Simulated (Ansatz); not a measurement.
```xyz
2

C     0.0000    0.0000   -0.5778
C     0.0000    0.0000    0.5778
```

Basis set: cc-pVDZ (spherical functions). Frozen core: 2 orbitals. Charge 0, multiplicity 1.

Computed with Ansatz (development build ahead of 0.2.0); each method stands on the lowest determinant of its kind that the runs found. Restricted open shells among the atoms or ions are ROHF, correlated in semicanonical orbitals with singles.

Question: Give the atomization energy at this shape (free ground-state atoms in the same class of orbitals less the molecule, no zero-point energy) of singlet C2 by RHF-MP2, RHF.

Answer:

```csv
method,atomization energy
RHF-MP2,3.27 eV
RHF,0.31 eV
```

Caution: in another basis set an unrestricted determinant lies well below; the shape is not the minimum.
